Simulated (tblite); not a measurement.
Record of a relaxation.

Compound: CH13NSi4.
Atom-mapped SMILES: `[SiH3:1][CH2:2][SiH2:3][SiH2:4][NH:5][SiH3:6]` (hydrogens: H7, H8, H9 on Si1; H10, H11 on C2; H12, H13 on Si3; H14, H15 on Si4; H16 on N5; H17, H18, H19 on Si6)

Computed with GFN2-xTB (tblite), gas phase: L-BFGS steps from a force-field or distance-geometry start until the largest atomic force falls under 0.01 eV/Å. 8 of its 196 geometries are shown.

Step 0: E = -506.5229 eV, largest atomic force 1.466 eV/Å
```
atom  x, y, z in Å  |  force x, y, z in eV/Å
Si1    -2.462    1.385   -0.615   -0.563   0.718  -0.377
C2     -2.346   -0.462   -0.477   -0.999  -1.041   0.262
Si3    -0.933   -1.030    0.617   -0.320  -0.510   0.640
Si4     0.996   -1.174   -0.483    1.187  -0.003   0.484
N5      2.258   -0.647    0.685    0.707  -0.179  -1.246
Si6     2.963    0.925    0.203    0.247  -0.632   0.582
H7     -3.714    1.641   -1.377    0.280   0.139   0.135
H8     -1.328    1.991   -1.318   -0.004  -0.017   0.063
H9     -2.615    1.893    0.751    0.050   0.143  -0.074
H10    -3.286   -0.796    0.041    0.651   0.199  -0.590
H11    -2.324   -0.976   -1.451   -0.029   0.239   0.345
H12    -0.794   -0.175    1.785   -0.199   0.118   0.298
H13    -1.282   -2.390    1.086   -0.097   0.102   0.119
H14     1.244   -2.577   -0.842    0.239   0.110  -0.163
H15     1.026   -0.296   -1.648    0.115  -0.125  -0.335
H16     2.981   -1.393    0.828   -0.919   1.134  -0.062
H17     3.481    0.808   -1.165   -0.067   0.135  -0.056
H18     1.997    2.021    0.345   -0.083  -0.298  -0.055
H19     4.128    1.260    1.044   -0.197  -0.232   0.028
```

Step 28: E = -507.0523 eV, largest atomic force 0.066 eV/Å
```
atom  x, y, z in Å  |  force x, y, z in eV/Å
Si1    -2.505    1.400   -0.616    0.014   0.019   0.012
C2     -2.385   -0.481   -0.395   -0.018   0.025  -0.025
Si3    -0.952   -1.111    0.695   -0.017   0.041   0.018
Si4     0.998   -1.254   -0.529   -0.026   0.012  -0.059
N5      2.386   -0.598    0.283    0.001  -0.018   0.020
Si6     3.073    0.983    0.163    0.001   0.025  -0.028
H7     -3.697    1.729   -1.409    0.035  -0.003  -0.008
H8     -1.308    1.895   -1.304   -0.021  -0.005   0.014
H9     -2.635    2.052    0.690    0.016  -0.005  -0.012
H10    -3.331   -0.839    0.014    0.035  -0.004  -0.014
H11    -2.290   -0.932   -1.384   -0.046  -0.046   0.005
H12    -0.901   -0.243    1.883    0.018   0.007   0.050
H13    -1.364   -2.426    1.221   -0.008  -0.045   0.019
H14     1.371   -2.641   -0.860    0.012   0.000   0.001
H15     0.923   -0.507   -1.790    0.018  -0.012  -0.038
H16     2.824   -1.214    0.947   -0.002   0.000   0.002
H17     3.660    1.177   -1.167   -0.008  -0.001   0.023
H18     2.012    1.975    0.371    0.031  -0.005   0.024
H19     4.110    1.045    1.194   -0.036   0.014  -0.003
```

Step 56: E = -507.0632 eV, largest atomic force 0.071 eV/Å
```
atom  x, y, z in Å  |  force x, y, z in eV/Å
Si1    -2.438    1.391   -0.634    0.003  -0.030   0.002
C2     -2.416   -0.487   -0.349   -0.011  -0.005   0.005
Si3    -0.940   -1.129    0.677    0.009   0.049  -0.027
Si4     0.985   -1.255   -0.591   -0.006  -0.016  -0.069
N5      2.344   -0.574    0.251    0.001  -0.029  -0.012
Si6     3.022    1.013    0.185    0.004  -0.003  -0.023
H7     -3.578    1.757   -1.482   -0.008  -0.004  -0.013
H8     -1.198    1.813   -1.292    0.002  -0.005   0.008
H9     -2.583    2.079    0.651    0.019   0.001  -0.012
H10    -3.344   -0.774    0.147    0.010   0.020   0.010
H11    -2.428   -0.997   -1.313    0.019   0.015   0.008
H12    -0.838   -0.269    1.871   -0.004  -0.028   0.007
H13    -1.311   -2.457    1.203   -0.035  -0.025   0.022
H14     1.389   -2.641   -0.893   -0.005   0.011   0.017
H15     0.935   -0.555   -1.882   -0.009   0.017   0.029
H16     2.760   -1.189    0.928    0.020  -0.010   0.018
H17     3.623    1.244   -1.133   -0.015   0.006   0.031
H18     1.969    2.004    0.425   -0.002   0.004   0.001
H19     4.037    1.035    1.238    0.007   0.032  -0.003
```

Step 84: E = -507.0725 eV, largest atomic force 0.044 eV/Å
```
atom  x, y, z in Å  |  force x, y, z in eV/Å
Si1    -2.308    1.381   -0.689    0.003  -0.013   0.009
C2     -2.413   -0.467   -0.266    0.004  -0.003   0.013
Si3    -0.926   -1.183    0.691   -0.018   0.030  -0.027
Si4     0.971   -1.266   -0.625    0.006   0.000  -0.015
N5      2.339   -0.588    0.207   -0.004  -0.007  -0.006
Si6     2.909    1.044    0.209    0.014  -0.017  -0.022
H7     -3.405    1.749   -1.591   -0.010   0.001   0.003
H8     -1.034    1.687   -1.342    0.020  -0.008  -0.014
H9     -2.428    2.168    0.539    0.004   0.011   0.011
H10    -3.323   -0.638    0.309    0.011  -0.001   0.009
H11    -2.535   -1.038   -1.188    0.012   0.008  -0.021
H12    -0.774   -0.399    1.932   -0.014  -0.006  -0.009
H13    -1.330   -2.527    1.152   -0.008  -0.022   0.020
H14     1.378   -2.638   -0.982    0.010   0.027   0.022
H15     0.894   -0.505   -1.879   -0.014  -0.016   0.004
H16     2.765   -1.196    0.886    0.012  -0.005  -0.012
H17     3.483    1.365   -1.102   -0.017  -0.005   0.021
H18     1.796    1.954    0.492   -0.010   0.018   0.010
H19     3.931    1.104    1.254    0.000   0.008   0.004
```

Step 111: E = -507.0823 eV, largest atomic force 0.486 eV/Å
```
atom  x, y, z in Å  |  force x, y, z in eV/Å
Si1    -2.108    1.379   -0.729    0.000  -0.031   0.010
C2     -2.395   -0.436   -0.250    0.010   0.010   0.017
Si3    -0.967   -1.243    0.730   -0.012   0.043  -0.049
Si4     0.939   -1.331   -0.572    0.032  -0.066  -0.028
N5      2.299   -0.551    0.187    0.303  -0.275   0.124
Si6     2.723    1.124    0.264   -0.023   0.019   0.031
H7     -3.238    1.865   -1.529    0.000   0.007  -0.002
H8     -0.873    1.498   -1.510   -0.016   0.010  -0.015
H9     -1.994    2.207    0.473   -0.013   0.000   0.019
H10    -3.318   -0.515    0.326    0.041   0.021  -0.003
H11    -2.564   -1.018   -1.158    0.016   0.015   0.003
H12    -0.831   -0.507    1.998    0.002   0.015   0.017
H13    -1.448   -2.582    1.130    0.025  -0.015   0.002
H14     1.425   -2.699   -0.832   -0.013   0.013   0.040
H15     0.761   -0.727   -1.903    0.014   0.018  -0.002
H16     3.031   -1.186    0.494   -0.343   0.311  -0.149
H17     3.200    1.644   -1.024   -0.018  -0.026  -0.031
H18     1.537    1.884    0.673    0.021  -0.075  -0.003
H19     3.811    1.202    1.240   -0.027   0.006   0.021
```

Step 139: E = -507.1163 eV, largest atomic force 0.072 eV/Å
```
atom  x, y, z in Å  |  force x, y, z in eV/Å
Si1    -1.892    1.423   -0.767    0.017   0.014   0.028
C2     -2.310   -0.346   -0.225   -0.015  -0.014  -0.003
Si3    -0.921   -1.248    0.721   -0.024   0.008  -0.006
Si4     0.970   -1.481   -0.569    0.011  -0.004   0.012
N5      2.288   -0.562    0.103    0.043   0.019  -0.055
Si6     2.418    1.147    0.356   -0.046  -0.006   0.003
H7     -3.057    2.026   -1.423   -0.020   0.018  -0.016
H8     -0.766    1.405   -1.707   -0.014  -0.001   0.006
H9     -1.537    2.238    0.399   -0.030  -0.003  -0.016
H10    -3.208   -0.332    0.395    0.031   0.027  -0.007
H11    -2.571   -0.934   -1.106    0.015   0.009  -0.014
H12    -0.759   -0.547    2.004    0.023  -0.001   0.016
H13    -1.464   -2.574    1.078   -0.007  -0.013   0.033
H14     1.492   -2.855   -0.589    0.044  -0.035   0.009
H15     0.762   -1.135   -1.990    0.027   0.029   0.000
H16     3.185   -1.015    0.020   -0.055   0.000   0.014
H17     2.702    1.879   -0.885    0.010  -0.009  -0.002
H18     1.132    1.584    0.894    0.014  -0.016   0.020
H19     3.526    1.337    1.297   -0.023  -0.022  -0.020
```

Step 167: E = -507.1230 eV, largest atomic force 0.022 eV/Å
```
atom  x, y, z in Å  |  force x, y, z in eV/Å
Si1    -1.916    1.453   -0.758    0.009   0.003   0.000
C2     -2.287   -0.332   -0.234    0.008  -0.001   0.006
Si3    -0.897   -1.234    0.711    0.005  -0.005  -0.004
Si4     0.988   -1.519   -0.584    0.000  -0.006   0.000
N5      2.296   -0.579    0.074    0.005  -0.014   0.004
Si6     2.389    1.125    0.356   -0.004   0.003   0.001
H7     -3.087    2.017   -1.443    0.004  -0.001  -0.004
H8     -0.769    1.480   -1.670   -0.002  -0.004   0.005
H9     -1.631    2.277    0.419   -0.007   0.002   0.004
H10    -3.185   -0.336    0.385   -0.010   0.005  -0.001
H11    -2.538   -0.912   -1.124    0.004  -0.004  -0.007
H12    -0.690   -0.510    1.976   -0.001   0.003   0.000
H13    -1.456   -2.539    1.122   -0.002  -0.003   0.002
H14     1.528   -2.889   -0.580   -0.004   0.006   0.005
H15     0.801   -1.179   -2.009   -0.002   0.004  -0.001
H16     3.194   -1.035    0.034   -0.009   0.019  -0.007
H17     2.643    1.881   -0.878   -0.003  -0.003   0.000
H18     1.106    1.524    0.929    0.001   0.000  -0.001
H19     3.503    1.318    1.285    0.010  -0.004  -0.002
```

Step 195: E = -507.1254 eV, largest atomic force 0.008 eV/Å
```
atom  x, y, z in Å  |  force x, y, z in eV/Å
Si1    -1.885    1.458   -0.746   -0.003  -0.005  -0.001
C2     -2.271   -0.331   -0.245   -0.002   0.003  -0.002
Si3    -0.900   -1.231    0.731    0.000  -0.002   0.002
Si4     0.974   -1.535   -0.573    0.001  -0.007   0.002
N5      2.290   -0.577    0.043   -0.001   0.000  -0.001
Si6     2.364    1.122    0.359   -0.002   0.006   0.002
H7     -2.998    1.997   -1.539    0.000   0.000   0.001
H8     -0.660    1.498   -1.549    0.003   0.003  -0.005
H9     -1.724    2.292    0.447    0.001   0.001   0.005
H10    -3.189   -0.341    0.344   -0.003   0.003   0.004
H11    -2.490   -0.907   -1.146    0.002   0.000  -0.001
H12    -0.697   -0.492    1.988    0.000   0.002   0.000
H13    -1.468   -2.527    1.157   -0.001  -0.003  -0.006
H14     1.518   -2.903   -0.551    0.002   0.002   0.001
H15     0.761   -1.222   -2.002    0.001  -0.001  -0.001
H16     3.196   -1.001   -0.077   -0.003  -0.003   0.003
H17     2.515    1.912   -0.871   -0.004   0.004  -0.006
H18     1.117    1.481    1.029    0.003  -0.001   0.001
H19     3.539    1.317    1.209    0.006  -0.001   0.002
```

**Question.** Summarise the path.

**Answer.** The energy falls by 58.13 kJ/mol from step 0 to step 195; nine tenths of that is first reached at step 61. It rises by more than 0.2 meV at steps 105 and 114. The largest force goes from 1.466 to 0.008 eV/Å. Among the bonds Si3–Si4 changes most, from 2.225 to 2.303 Å; the atoms move by 0.762 Å rms after alignment.

**Question.** Follow the three bonds and two angles with the largest change from start to end.

**Answer.** 
| step | E above end (kJ/mol) | largest force (eV/Å) | Si3–Si4 (Å) | N5–Si6 (Å) | Si4–N5 (Å) | Si4–N5–Si6 (°) | H14–Si4–H15 (°) |
| --- | --- | --- | --- | --- | --- | --- | --- |
| 0 | 58.13 | 1.466 | 2.225 | 1.789 | 1.799 | 111.1 | 112.1 |
| 8 | 16.61 | 0.399 | 2.299 | 1.734 | 1.747 | 122.8 | 105.7 |
| 17 | 9.24 | 0.133 | 2.308 | 1.728 | 1.741 | 124.7 | 105.3 |
| 25 | 7.45 | 0.122 | 2.314 | 1.730 | 1.740 | 128.3 | 107.1 |
| 34 | 6.76 | 0.041 | 2.312 | 1.729 | 1.739 | 129.3 | 107.4 |
| 42 | 6.55 | 0.049 | 2.311 | 1.729 | 1.738 | 130.2 | 106.9 |
| 51 | 6.25 | 0.051 | 2.309 | 1.728 | 1.738 | 130.4 | 106.6 |
| 59 | 5.91 | 0.057 | 2.308 | 1.728 | 1.738 | 130.2 | 106.7 |
| 68 | 5.63 | 0.045 | 2.313 | 1.729 | 1.738 | 129.8 | 107.2 |
| 76 | 5.38 | 0.037 | 2.311 | 1.728 | 1.739 | 129.2 | 106.7 |
| 85 | 5.07 | 0.033 | 2.310 | 1.728 | 1.738 | 128.9 | 106.7 |
| 93 | 4.93 | 0.029 | 2.309 | 1.728 | 1.738 | 128.8 | 106.9 |
| 102 | 4.66 | 0.045 | 2.309 | 1.728 | 1.739 | 129.9 | 106.5 |
| 110 | 4.21 | 0.050 | 2.312 | 1.729 | 1.740 | 129.9 | 105.3 |
| 119 | 3.45 | 0.044 | 2.310 | 1.729 | 1.741 | 129.7 | 106.4 |
| 127 | 2.14 | 0.090 | 2.306 | 1.728 | 1.739 | 129.9 | 106.4 |
| 136 | 1.14 | 0.063 | 2.304 | 1.731 | 1.741 | 129.5 | 105.1 |
| 144 | 0.47 | 0.041 | 2.303 | 1.729 | 1.740 | 129.6 | 105.6 |
| 153 | 0.35 | 0.021 | 2.303 | 1.730 | 1.740 | 129.9 | 105.4 |
| 161 | 0.25 | 0.015 | 2.304 | 1.730 | 1.740 | 129.4 | 105.4 |
| 170 | 0.21 | 0.014 | 2.304 | 1.729 | 1.740 | 129.3 | 105.5 |
| 178 | 0.15 | 0.022 | 2.304 | 1.729 | 1.739 | 129.5 | 105.4 |
| 187 | 0.03 | 0.015 | 2.303 | 1.730 | 1.740 | 129.6 | 105.1 |
| 195 | 0.00 | 0.008 | 2.303 | 1.730 | 1.740 | 129.6 | 105.3 |

The cost below is that of the whole relaxation. The run took 3.1 s on one thread, Arm Neoverse N1 (aarch64), shared host with 64 logical CPUs at a one-minute load of 60.
